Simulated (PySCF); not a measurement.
Electronic structure of Mg (magnesium, neutral) at the UHF level

Configuration: [Ne] 3s1 3p1, high-spin 3P determinant (an excited configuration). Calculation: PySCF 2.14, in aug-cc-pVQZ with one added diffuse shell each of s, p, d, f, g type (8s7p5d4f3g, 109 functions); no relativity, point nucleus.

- Total energy: -199.548435 hartree
- One-electron energy: -278.7471 hartree
- Hartree (Coulomb) energy: 95.2358 hartree
- Exchange energy: -16.0371 hartree
- Kinetic energy: 199.55430 hartree
- ⟨S²⟩: 2.0000
- ⟨L²⟩: 2.040
- Sum of ⟨r⟩: 12.90 bohr
- Sum of ⟨r²⟩: 35.17 bohr²
- Traceless quadrupole moment −½Σ⟨3z² − r²⟩ along its main axis: -8.76 e·bohr²
- Density at the nucleus (Gaussians lack the cusp): 1080 bohr⁻³
- Spin density at the nucleus: 1.39 bohr⁻³
- Langevin diamagnetic susceptibility: -27.9 ×10⁻⁶ cm³/mol

| shell | electrons | mean orbital energy (hartree) | spread (hartree) | rms radius, mean of both spins (bohr) |
| --- | --- | --- | --- | --- |
| 1s α | 1 | -49.08839 | 0 | 0.152 |
| 1s β | 1 | -49.08088 | 0 | 0.152 |
| 2s α | 1 | -3.82618 | 0 | 0.756 |
| 2s β | 1 | -3.80926 | 0 | 0.756 |
| 2p α | 3 | -2.34146 | 0.00402 | 0.771 |
| 2p β | 3 | -2.33185 | 0.00785 | 0.771 |
| 3s α | 1 | -0.34109 | 0 | 3.36 |
| 3p α | 1 | -0.18398 | 0 | 4.37 |

Spin-orbit constants ζ (cm⁻¹) from the X2C one-electron operator on these orbitals (non-relativistic here): bare nucleus, nucleus screened by l(l+1)(2l+1)/3 electrons, and screened by the Breit-Pauli mean field of the electrons.

| shell | bare | screened nucleus | mean field |
| --- | --- | --- | --- |
| 2p | 1738 | 1449 | 1317 |
| 3p | 43.34 | 36.12 | 31.83 |

To first order the Landé constant is A = 15.91 cm⁻¹, so the lowest level has J = 0 and lies 0.00395 eV below the centre of the term. This holds in LS coupling only.
